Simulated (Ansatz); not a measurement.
A made-up structure of CH4BrSi (charge +1), closed shell:

```
7
angstrom
C -0.7140 0.4590 -0.2850
Si 0.8285 -0.3162 0.2719
Br 0.8903 -2.3447 0.8605
H -0.5532 1.5123 -0.5257
H 1.0553 -1.2974 -0.7292
H -1.0904 -0.0724 -1.1675
H 2.1148 0.3979 0.3482
```

It is relaxed with PBE-D4/def2-SVP and then PBE0-D4/def2-TZVP (Ansatz 0.2.0). Atoms count as bonded within 1.22 times the sum of their covalent radii (H–H: 0.88 Å). The end point is not checked to be a true minimum.

(1) Does its bonding change? (Judge from chemistry; the calculation decides.)

Results:

(1) The calculation gives: Yes. Formed: C1–H5; broken: Si2–H5.

Where it ends: The first stage lowers the energy by 4.44 eV in 20 steps. It ends as CH₄BrSi ([CH3][SiH][Br]), total charge +1:
```tsv
atom	x (Å)	y (Å)	z (Å)
C1	-0.1860	0.1098	-0.7908
Si2	1.0012	-0.5033	0.4336
Br3	0.6526	-2.2297	1.5999
H4	-0.4496	1.1437	-0.5311
H5	0.3129	0.1462	-1.7686
H6	-1.0846	-0.5047	-0.8498
H7	2.2846	0.1766	0.6799
```

Labels in which every atom is bracketed show which atoms are joined, not bond orders.

For scale, one of the runs: PBE0-D4/def2-TZVP relaxation, 140 basis functions, launched by `ansatz run in.yaml --threads 2 --pin off --events-out ev --progress --plain --max-ram 4352MiB`. Hardware: 2 CPU threads of an Arm Neoverse V2, shared host. Wall time about 22 s.
